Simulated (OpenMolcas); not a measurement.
Sn: effect of the basis set

- Program: OpenMolcas
- Method: CASSCF
- Active space: 4 electrons in 4 orbitals (5s 5p)
- State averaging: 2S+1 = 3 even, 3 roots; 2S+1 = 1 even, 6 roots; 2S+1 = 5 odd, 1 root; 2S+1 = 3 odd, 5 roots
- Spin-orbit coupling: RASSI with atomic mean-field integrals over the reference wave functions, term energies averaged over their components

A. ANO-RCC-VDZP [6s5p3d1f], DKH2, point nucleus; cost about 8 core-seconds
B. ANO-R1 [6s5p3d1f], X2C, finite nucleus; cost about 12 core-seconds
C. ANO-RCC-VTZP [7s6p4d2f1g], DKH2, point nucleus; cost roughly 12 core-seconds
D. ANO-R2 [7s6p4d2f1g], X2C, finite nucleus; cost roughly 8 core-seconds
E. ANO-RCC-VQZP [8s7p5d3f2g], DKH2, point nucleus; cost of the order of 17 core-seconds
F. ANO-R3 [8s7p5d3f2g1h], X2C, finite nucleus; cost roughly 21 core-seconds

Energies in cm-1 above 5s2 5p2 3P0, the measured ground level; measured values from NIST Handbook of Basic Atomic Spectroscopic Data.

```csv
Level,A,B,C,D,E,F,Measured
5s2 5p2 3P0,0.0,0.0,0.0,0.0,0.0,0.0,0.0
5s2 5p2 3P1,1481,1401,1450,1474,1469,1451,1692
5s2 5p2 3P2,3212,3084,3141,3183,3184,3155,3428
5s2 5p2 1D2,10428,10580,10425,10522,10480,10448,8613
5s2 5p2 1S0,17453,17898,17425,17621,17488,17472,17162
5s 5p3 5S* 2,28593,27850,28014,27999,28027,28026,39626
```

Deviations, from unrounded energies. A percentage is the sum of absolute deviations over the sum of measured energies, with the sign that they share, or ± where signs differ.

| Against measurement | Levels | A | B | C | D | E | F |
| --- | --- | --- | --- | --- | --- | --- | --- |
| mean absolute deviation (cm-1) | 5 | 2700 | 3000 | 2800 | 2900 | 2900 | 2900 |
| fine structure of the ground term (%) | 2 | -8.3 | -12.4 | -10.3 | -9.0 | -9.1 | -10.0 |
| other terms of the ground configuration (%) | 2 | +8.2 | +10.5 | +8.1 | +9.2 | +8.5 | +8.3 |
| other configurations (%) | 1 | -27.8 | -29.7 | -29.3 | -29.3 | -29.3 | -29.3 |

A, C, E, F lie about equally close to measurement and B furthest from it. The largest miss of A in the table is 5s 5p3 5S* 2, by -11000 cm-1. The ranking rests on the paired levels alone, and a cruder setting can come out closer through cancelling errors.

Among A to F the level of the table that moves most is 5s 5p3 5S* 2, by 740 cm-1 (lowest in B, highest in A).

Terms of s pⁿ other than that of highest spin mix with s² pⁿ⁻² d, which this space lacks; all of them can be thousands of cm-1 off, and some have no real level of that name. Computed and measured levels are paired by configuration, term and J; levels that our copy of the source lacks, or whose pairing is in doubt (as where it misses far off the trend of its configuration), stay unpaired and out of the deviations. Levels of configurations outside the active space are missing. The table leaves out levels that lie high or whose names do not pair safely across all columns.

* marks odd parity.
